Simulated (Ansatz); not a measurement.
Program: Ansatz. Geometries: PBE0-D4/def2-TZVP. ΔE: electronic, gas phase. CCSD(T)/CBS is the MP2 limit (def2-TZVPP, def2-QZVPP) plus CCSD(T) − MP2 in def2-TZVPP, frozen cores. This one scheme is used for every species. Elements past krypton have def2 core potentials. For Sn outer-core shells are correlated without core-valence functions, which leaves a few kJ/mol of doubt a bond. One conformer a species, not always the lowest.

Reaction (ligand exchange at the Sn–C bond): `N=[CH][SnH3]` + `O[SiH2][SiH3]` → `[SiH3][SiH2][O][SnH3]` + `C=N`

```tsv
level	ΔE (kJ/mol)
MP2/def2-TZVPP	-65.2
CCSD(T)/def2-TZVPP	-64.9
```

Question: What does CCSD(T)/CBS give? (An estimate is asked.)

Answer: The calculation gave: -68.3 kJ/mol. The listed levels differ from it by 3.1, 3.4 kJ/mol.

Largest T1 diagnostic among the species: 0.014.

The D4 term adds −3.0 kJ/mol with B3LYP and −2.0 kJ/mol with PBE0; it sums over pairs of atoms, weighted by their polarisabilities, and B3LYP, whose exchange is more repulsive, gets the larger term. From PBE to PBE0 (25 % exact exchange), in def2-TZVPP and without D4, ΔE moves by −3.8 kJ/mol. In def2-TZVPP, CCSD(T) changes the Hartree–Fock value by +16.1 kJ/mol (the triples alone add +1.5 kJ/mol) and MP2 by +15.7 kJ/mol.

B3LYP here is the variant with VWN-RPA as its local correlation; programs differ in this.
